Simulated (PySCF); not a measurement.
# A small calculation by hand: refractive index and permittivity of the vapour

1-fluoro-1-methoxycyclopropane (C₄H₇FO), SMILES FC1(CC1)OC.

Geometry optimised at B3LYP-D3(BJ)/def2-SVP. One conformer was computed; it need not be the lowest.

r2SCAN/def2-TZVP run with PySCF gives a mean static polarisability of 52.1 bohr³ and a dipole moment of 1.61 D. Take an ideal gas at 298.15 K and 1 bar, whether or not the substance is that volatile.

**Question.** Work out n − 1 in the optical limit and the static ε − 1.

**Answer.** 
Polarisability volume α' = 52.1 × 0.148185 = 7.72 Å³. Number density N = p/kT = 2.43e-5 Å⁻³.
Dilute limit of Lorentz–Lorenz: n − 1 = 2π N α' = 0.0012.
Orientation term of Debye: μ²/(3kT) = 8.098 Å³ × μ²(D²) = 20.99 Å³.
ε − 1 = 4π N (α' + μ²/3kT) = 0.0088. Orientation of the dipole supplies 73 % of the static response; it can't follow optical fields. Vibrational polarisation and dispersion are left out.
